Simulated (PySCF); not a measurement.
Radial density of Ag⁺ (silver, charge +1)

UHF, [Kr] 4d10, closed-shell 1S. Computed with PySCF 2.14 in def2-SVP with the def2 core potential (28 electrons) (5s3p2d1f, 31 functions), with a scalar-relativistic core potential. This is the valence pseudo-density: the core potential removes the inner electrons and smooths the orbitals near the nucleus.

```
r (bohr)  4πr²ρ (e/bohr)
  0.0188       1.049e-05
  0.0316       2.926e-05
  0.0531       8.179e-05
  0.0893       0.0002827
   0.150        0.002812
   0.253         0.07368
   0.425           1.878
   0.715           14.95
    1.20           13.91
    2.02           2.760
    3.40          0.1892
    5.72        0.001441
```

Energies and moments cover only the electrons outside the core potential.
